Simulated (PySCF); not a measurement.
Checking a proposed structure

A compound C₇H₁₁P gives the data below (simulated from a calculation) and was assigned the structure `CC1C=CP(C)C=C1`.

13C{1H} NMR (computed): δ 154.8 (C, 2C), 144.2 (CH, 2C), 20.5 (CH3, 2C), 13.3 (CH3).

1H NMR (300 MHz, computed): δ 6.61 (m, 2H), 2.23 (s, 6H), 1.22 (m, 3H).

[PySCF: coordinates at the GFN2-xTB level; σ from GIAO-PBE0/pcSseg-1; no relativistic terms; no solvent model; fast rotation and ring inversion assumed for equivalent nuclei; a single conformation]

δ = σ(ref) − σ, references computed at the same level: TMS for 1H and 13C.

Question: Compare with the shifts computed for the proposed structure, pairing carbons in order of shift.

Answer: Structure with atom numbers: `[CH3:1][CH:2]1[CH:3]=[CH:4][P:5]([CH3:6])[CH:7]=[CH:8]1`. Each H is labelled by its parent atom.

| atom | computed for proposal | given list | difference |
| --- | --- | --- | --- |
| C3 | 143.2 | 154.8 | -11.6 |
| C8 | 143.2 | 154.8 | -11.6 |
| C4 | 139.1 | 144.2 | -5.1 |
| C7 | 139.1 | 144.2 | -5.1 |
| C2 | 38.4 | 20.5 | +17.9 |
| C1 | 19.1 | 20.5 | -1.4 |
| C6 | 14.6 | 13.3 | +1.3 |

The rms difference is 9.6 ppm and the largest +17.9 ppm at C2 (allylic sp3 CH). The proposal also would give 5 carbon signals, not 4. The carbon types in order of shift don't match either: CH, CH, CH, CH, CH, CH3, CH3 for the proposal against C, C, CH, CH, CH3, CH3, CH3 in the data. The proposal doesn't fit.

Question: Which isomer fits?

Answer: SMILES Cc1cp(C)cc1C.

δC 154.8: unsaturated ring carbon. δC 144.2: unsaturated ring CH. δC 20.5: methyl carbon on an unsaturated ring; a saturated carbon with 1 carbon neighbour and no heteroatom attached. δH 1.22: hydrogen on a methyl carbon bonded to P.

Other isomers checked: C=CCP1CC=CC1 (rms 17.2 ppm); C=C/C(C)=P/C1CC1 (rms 53.0 ppm).

This is the structure that produced the data.

Splittings by 31P in the carbon and heteronuclear signals aren't shown, as no couplings were computed. Shifts are as computed. Against solution values, carbons near 30 ppm lie about +3 ppm off and those near 130 ppm about +5 ppm. Of 1211 compounds with measured shifts, 218 miss one by over three times the rms of a fit or turn the order of signals round; such compounds aren't used in these exercises. Multiplicities follow the n + 1 count of equivalent neighbours, as no J values were calculated; m marks all less simple cases, F and P coupling included.
